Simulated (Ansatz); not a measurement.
Task: Name a neutral molecule of C, F and H with size of the dipole moment (PBE/def2-TZVPP) between 0.15 and 0.45 D and LUMO energy (B3LYP/def2-TZVPP) between 1.10 and 1.40 eV (Ansatz, PBE0-D4/def2-TZVP geometry).

Result: `FC(F)CC(F)F` (0.24 D, 1.22 eV). Other molecules can fit too; these were computed, each in one conformer that needn't be the lowest.

B3LYP here is the variant with VWN-RPA as its local correlation; programs differ in this.
